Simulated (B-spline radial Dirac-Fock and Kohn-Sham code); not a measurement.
3d5/2 emission of Pm²⁺

System: the Pm²⁺ ion, [Xe] 4f5, inside a Watson sphere of charge -2 and radius 2.2 Å (a model of the Madelung potential; inside it an electron's potential energy is raised by 13.1 eV).

Model: independent-particle radiative and Coulomb Auger rates from relativistic LDA hole-state orbitals, with Dirac-Fock energies. Program: a radial B-spline solver.

```
 line  multipole  energy (eV)  rate (s⁻¹)  share (%)
M5-N3         E1        782.0    7.13e+11       13.4
M5-O3         E1       1008.1    1.04e+11       1.96
M5-N6         E1       1027.9    2.18e+11       4.11
M5-N7         E1       1028.3    4.27e+12       80.5
```

The listed lines hold 100.0 % of the radiative rate. The radiative width is 0.00349 eV in the length form and 0.00356 eV in the velocity form; the two differ because the transition energies are not eigenvalue differences of the potential that gave the orbitals.

Values without a named source are computed, but for edge energies of neutral atoms, which are taken from tables.
